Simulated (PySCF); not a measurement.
In(OH)(SH)2 (H₃InOS₂), SMILES [OH][In]([SH])[SH].

The structure is a stationary point at B3LYP-D3(BJ)/def2-SVP. The def2 effective core potentials stand for the cores of In; spin–orbit coupling is left out. One conformer was computed; it need not be the lowest.

These are TDA-ωB97X/def2-SVPD (PySCF) values and carry that method's errors.

Vertical excitations. The molecule is in vacuum. State labels are in the subgroup Cs.

```csv
state,symmetry,energy (eV),λ (nm),f,main pairs
S1,A",4.74,262,0.000,HOMO→LUMO 89 %
S2,A",5.05,245,0.024,HOMO−1→LUMO 88 %
S3,A',5.81,214,0.043,"HOMO→LUMO+1 53 %, HOMO−2→LUMO 40 %"
S4,A",6.01,206,0.058,HOMO−4→LUMO 85 %
S5,A',6.17,201,0.023,"HOMO−1→LUMO+1 47 %, HOMO−3→LUMO 32 %, HOMO→LUMO+1 9 %"
S6,A",6.36,195,0.003,"HOMO→LUMO+2 35 %, HOMO−1→LUMO+4 15 %, HOMO−1→LUMO+2 13 %, HOMO→LUMO+5 6 %"
S7,A",6.57,189,0.031,"HOMO−1→LUMO+2 25 %, HOMO→LUMO+4 19 %, HOMO→LUMO+3 9 %, HOMO→LUMO+2 6 %"
S8,A",6.63,187,0.000,HOMO−2→LUMO+1 90 %
S9,A',6.89,180,0.438,"HOMO−1→LUMO+1 30 %, HOMO−2→LUMO 24 %, HOMO−4→LUMO+1 12 %, HOMO→LUMO+1 10 %"
S10,A',7.13,174,0.662,"HOMO−2→LUMO 24 %, HOMO−3→LUMO 23 %, HOMO→LUMO+1 19 %, HOMO−4→LUMO+1 14 %"
T1,A",4.39,282,0,HOMO→LUMO 87 %
T2,A",4.67,265,0,HOMO−1→LUMO 86 %
T3,A',4.94,251,0,HOMO−2→LUMO 87 %
T4,A',5.52,225,0,HOMO−3→LUMO 76 %
```
Triplets are in the Tamm–Dancoff approximation.
